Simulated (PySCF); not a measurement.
**Correlation energy of Ni²⁺ (nickel, charge +2)**

Starting occupation: [Ar] 3d8, 3d3/2 with m_j = -3/2, -1/2, +1/2, +3/2, 3d5/2 with m_j = -1/2, +1/2, +3/2, +5/2. All numbers are calculated (PySCF 2.14, X2C-1e with screened-nucleus spin-orbit coupling, Gaussian nucleus, in x2c-TZVPPall-2c). Frozen: [Ne]; 16 electrons correlated; the 6 highest virtual spinors left out.

MP2 pair energies summed by pair of shells (mhartree):

```csv
pair,energy,share (%)
3d-3d,-251.17,41.1
3d-3p,-222.24,36.3
3p-3p,-61.17,10.0
3d-3s,-44.31,7.2
3p-3s,-28.69,4.7
3s-3s,-4.16,0.7
```

Total MP2 correlation energy: -611.74 mhartree.

The GHF reference relaxed away from the jj start to a determinant that is no pure jj level (⟨S²⟩ = 2.00, ⟨J²⟩ = 20.01); the energies belong to that determinant.

This basis was not built for core-valence correlation, so the inner-shell part is incomplete.
